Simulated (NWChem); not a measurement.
Species: selenium hexafluoride (SeF$_{6}$); SMILES F[Se](F)(F)(F)(F)F

```xyz
7

F     -0.9672    -0.9857     0.9979
Se     0.0000     0.0000     0.0000
F      0.2337     1.0819     1.2952
F     -1.3830     0.8721    -0.4790
F     -0.2337    -1.0819    -1.2952
F      1.3830    -0.8721     0.4790
F      0.9672     0.9857    -0.9979
```
Atoms are numbered in this order, from 1.

Level: PBE0/def2-SVP (NWChem), optimised geometry, unscaled harmonic frequencies. This build's default masses of Se (78.918 u) and Br (79.917 u) are each other's, which moves their modes by up to 0.6 %.

**Question.** List the harmonic frequencies with IR intensities, and the thermochemistry.

**Answer.** 
```json
[
 {"frequency (cm⁻¹)": "264", "IR intensity (km/mol)": "0.0"},
 {"frequency (cm⁻¹)": "264", "IR intensity (km/mol)": "0.0"},
 {"frequency (cm⁻¹)": "264", "IR intensity (km/mol)": "0.0"},
 {"frequency (cm⁻¹)": "390", "IR intensity (km/mol)": "0.0"},
 {"frequency (cm⁻¹)": "390", "IR intensity (km/mol)": "0.0"},
 {"frequency (cm⁻¹)": "390", "IR intensity (km/mol)": "0.0"},
 {"frequency (cm⁻¹)": "434", "IR intensity (km/mol)": "56.0"},
 {"frequency (cm⁻¹)": "434", "IR intensity (km/mol)": "56.0"},
 {"frequency (cm⁻¹)": "434", "IR intensity (km/mol)": "56.0"},
 {"frequency (cm⁻¹)": "679", "IR intensity (km/mol)": "0.0"},
 {"frequency (cm⁻¹)": "679", "IR intensity (km/mol)": "0.0"},
 {"frequency (cm⁻¹)": "719", "IR intensity (km/mol)": "0.0"},
 {"frequency (cm⁻¹)": "806", "IR intensity (km/mol)": "164.9"},
 {"frequency (cm⁻¹)": "806", "IR intensity (km/mol)": "164.9"},
 {"frequency (cm⁻¹)": "807", "IR intensity (km/mol)": "164.9"}
]
```

```json
{
 "zero_point_energy": "11.1 kcal/mol",
 "thermal correction to the enthalpy at 298.15 K (with zero-point energy)": "15.8 kcal/mol",
 "heat capacity Cv": "24.3 cal/(mol K)",
 "entropy at 298.15 K and 1 atm (symmetry number 24)": "75.0 cal/(mol K)",
 "dipole_moment": "0.00 D"
}
```

Rigid rotor and harmonic oscillator.
